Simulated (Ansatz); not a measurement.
Relaxation of C$_{3}$H$_{10}$AlNSi (16 atoms, charge 0, multiplicity 1), to a largest force component of 0.015 eV/Å in at most 40 steps.

Theory: RKS PBE0-D4/def2-SVP (Ansatz 0.2.0).

```xyz
16
Properties=species:S:1:pos:R:3
C -0.627 -1.202 0.821
C 0.001 0.107 0.274
N 1.361 0.006 -0.194
Al 1.635 -0.986 -1.822
C -0.826 1.107 -0.457
Si -0.297 1.686 1.296
H -0.025 -1.606 1.613
H -0.763 -1.878 -0.016
H -1.675 -0.914 1.271
H 1.945 -0.495 0.579
H 2.131 -0.120 -3.076
H 2.451 -2.365 -1.676
H -1.954 0.885 -0.541
H -0.341 1.669 -1.243
H -1.487 1.683 2.167
H 0.678 2.803 1.180
```

Q: Where does it end, and by what steps?

A: It converged. The force dipped under the threshold on the way, but the program's further checks kept it going. After 17 steps the energy has fallen by 1.379 eV; H12 moved furthest, 1.46 Å.

| step | energy less start (eV) | largest force component (eV/Å) | accepted |
| --- | --- | --- | --- |
| 0 | 0.0000 | 2.976 | yes |
| 1 | -0.7380 | 1.399 | yes |
| 2 | -0.9947 | 0.603 | yes |
| 3 | -1.1329 | 0.401 | yes |
| 4 | -1.2101 | 0.296 | yes |
| 5 | -1.2756 | 0.229 | yes |
| 6 | -1.3247 | 0.187 | yes |
| 7 | -1.3560 | 0.121 | yes |
| 8 | -1.3711 | 0.155 | yes |
| 9 | -1.3751 | 0.131 | yes |
| 10 | -1.3745 | 0.114 | no |
| 11 | -1.3775 | 0.042 | yes |
| 12 | -1.3781 | 0.016 | yes |
| 13 | -1.3784 | 0.017 | yes |
| 14 | -1.3787 | 0.015 | yes |
| 15 | -1.3788 | 0.007 | yes |
| 16 | -1.3789 | 0.007 | yes |
| 17 | -1.3789 | 0.009 | yes |

```xyz
16
Properties=species:S:1:pos:R:3
C -0.926 -1.160 0.936
C -0.045 -0.071 0.364
N 1.228 -0.526 -0.113
Al 1.990 -0.594 -1.728
C -0.750 0.953 -0.530
Si -0.147 1.686 1.081
H -0.412 -1.698 1.748
H -1.179 -1.892 0.148
H -1.865 -0.758 1.347
H 1.776 -0.924 0.647
H 1.281 0.030 -3.002
H 3.420 -1.282 -1.750
H -1.827 0.804 -0.665
H -0.249 1.228 -1.464
H -1.161 2.049 2.107
H 1.072 2.532 1.049
```

Whether the end is a true minimum wasn't checked by a vibrational analysis.

Run time: 83 s on 2 threads of AMD EPYC 7B13 (Zen 3), on a shared host, peak memory 0.45 GiB.
